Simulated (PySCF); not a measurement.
Species: C₈H₁₀OS.
Numbering: `[CH3:1][S@@:2](=[O:3])[CH2:4][c:5]1[cH:6][cH:7][cH:8][cH:9][cH:10]1` (hydrogens: H11, H12, H13 on C1; H14, H15 on C4; H16 on C6; H17 on C7; H18 on C8; H19 on C9; H20 on C10)

A GFN2-xTB structure was refined with PySCF, PBE0-D3(BJ)/def2-SVP geometry optimisation, gas phase. Its GFN2-xTB values:

```json
{"coordinate": "C1–S2", "GFN2-xTB": "1.846 Å"}
{"coordinate": "C1–H11", "GFN2-xTB": "1.084 Å"}
{"coordinate": "S2=O3", "GFN2-xTB": "1.462 Å"}
{"coordinate": "S2–C4", "GFN2-xTB": "1.877 Å"}
{"coordinate": "C4–C5", "GFN2-xTB": "1.484 Å"}
{"coordinate": "C4–H14", "GFN2-xTB": "1.088 Å"}
{"coordinate": "C4–H15", "GFN2-xTB": "1.090 Å"}
{"coordinate": "C5–C6", "GFN2-xTB": "1.390 Å"}
{"coordinate": "C6–C7", "GFN2-xTB": "1.384 Å"}
{"coordinate": "C6–H16", "GFN2-xTB": "1.081 Å"}
{"coordinate": "C7–C8", "GFN2-xTB": "1.384 Å"}
{"coordinate": "C7–H17", "GFN2-xTB": "1.080 Å"}
{"coordinate": "C8–H18", "GFN2-xTB": "1.080 Å"}
{"coordinate": "C1–S2–O3", "GFN2-xTB": "105.9°"}
{"coordinate": "C1–S2–C4", "GFN2-xTB": "95.3°"}
{"coordinate": "S2–C4–C5", "GFN2-xTB": "110.0°"}
{"coordinate": "O3–S2–C4", "GFN2-xTB": "105.2°"}
{"coordinate": "C4–C5–C6", "GFN2-xTB": "121.4°"}
{"coordinate": "C4–C5–C10", "GFN2-xTB": "119.7°"}
{"coordinate": "C5–C6–C7", "GFN2-xTB": "120.5°"}
{"coordinate": "C6–C5–C10", "GFN2-xTB": "118.9°"}
{"coordinate": "C1–S2–C4–C5", "GFN2-xTB": "64°"}
{"coordinate": "S2–C4–C5–C6", "GFN2-xTB": "-114°"}
```

How do these coordinates change at the PBE0-D3(BJ)/def2-SVP level?

| coordinate | PBE0-D3(BJ)/def2-SVP (Å or °) | change |
| --- | --- | --- |
| S2=O3 | 1.500 | +0.038 |
| C1–S2 | 1.812 | -0.034 |
| S2–C4 | 1.847 | -0.030 |
| C1–H11 | 1.099 | +0.015 |
| C7–H17 | 1.093 | +0.013 |
| C8–H18 | 1.092 | +0.012 |
| C6–H16 | 1.093 | +0.012 |
| C4–H14 | 1.100 | +0.012 |
| C4–H15 | 1.100 | +0.010 |
| C7–C8 | 1.394 | +0.010 |
| C5–C6 | 1.400 | +0.010 |
| C6–C7 | 1.393 | +0.009 |
| C4–C5 | 1.491 | +0.007 |
| S2–C4–C5 | 112.1 | +2.1 |
| C1–S2–C4 | 97.2 | +1.9 |
| O3–S2–C4 | 105.9 | +0.7 |
| C4–C5–C10 | 120.0 | +0.3 |
| C5–C6–C7 | 120.8 | +0.3 |
| C1–S2–O3 | 106.1 | +0.2 |
| C6–C5–C10 | 118.7 | -0.2 |
| C4–C5–C6 | 121.2 | -0.2 |
| S2–C4–C5–C6 | -110 | +4 |
| C1–S2–C4–C5 | 67 | +3 |

The energy falls by 0.127 eV over 11 energy and gradient evaluations, the largest force component goes from 0.0378 to 4.4e-04 Eh/bohr, and the atoms move by 0.093 Å rms after alignment. The bond that changes most is S2=O3 (sulfinyl sulfur to sulfinyl oxygen), which lengthens by 0.038 Å. Bonds longer at the end by more than 0.005 Å: 18 of 20; shorter: 2. Rotational constants go from 2841, 652.7, 615.9 to 2836, 638.3, 596.8 MHz.

The run used 194 basis functions and 76 SCF cycles in all.

No PBE0-D3(BJ)/def2-SVP frequencies stand behind this structure, so it isn't proved a minimum. One conformer, not necessarily the lowest.

Conformer computed: `[CH3:1][S@@:2](=[O:3])[CH2:4][c:5]1[cH:6][cH:7][cH:8][cH:9][cH:10]1`: C1–S2–C4–C5 67°, S2–C4–C5–C6 -110°.
